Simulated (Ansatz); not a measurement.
Conformers of ClH₃NOSi, SMILES `N[Si](O)Cl` radical, each relaxed with PBE0-D4/def2-TZVP in Ansatz. CBS adds the triple-zeta coupled-cluster correction to the MP2 limit.

Not all of them had a frequency check.

Conformer A:

Z-matrix (Å, degrees):
```
N
Si 1 1.702
H 1 1.007 2 120.6
H 1 1.008 2 120.0 3 -149.0
O 2 1.644 1 104.8 3 -163.6
Cl 2 2.075 1 106.6 3 -43.2
H 5 0.959 2 116.2 1 -165.7
```

Conformer B:

Z-matrix (Å, degrees):
```
N
Si 1 1.715
H 1 1.009 2 118.9
H 1 1.009 2 118.8 3 140.9
O 2 1.637 1 109.4 3 160.7
Cl 2 2.072 1 104.7 3 39.7
H 5 0.962 2 116.9 1 -47.9
```

Conformer C:

```xyz
7

N    -0.580   -0.968   -0.121
Si    0.557    0.249   -0.487
O     0.000    1.677    0.105
Cl    2.412    0.041    0.402
H    -0.991   -1.023    0.801
H    -0.502   -1.877   -0.548
H    -0.897    1.902   -0.152
```

(1) Which is lowest in electronic energy at CCSD(T)/CBS (frozen core, def2 sets), and by how much? (Estimate.)

(2) Give the energies relative to A (kJ/mol) with PBE-D4/def2-TZVPP, PBE0-D4/def2-TZVPP, ωB97X-V/def2-TZVPP, PBE/def2-TZVPP, SCS-MP2/def2-TZVPP, HF/def2-QZVPP, SCS-MP2/def2-QZVPP. (An estimate is asked.)

Results:

(1) Computed: A; B lies 3.8 kJ/mol higher, C lies 8.9 kJ/mol higher.

(2) Computed: 
```tsv
level	B	C
PBE-D4/def2-TZVPP	4.3	10.3
PBE0-D4/def2-TZVPP	3.5	8.8
ωB97X-V/def2-TZVPP	4.2	9.1
PBE/def2-TZVPP	4.5	10.3
SCS-MP2/def2-TZVPP	2.8	7.5
HF/def2-QZVPP	1.5	5.5
SCS-MP2/def2-QZVPP	3.5	8.2
```
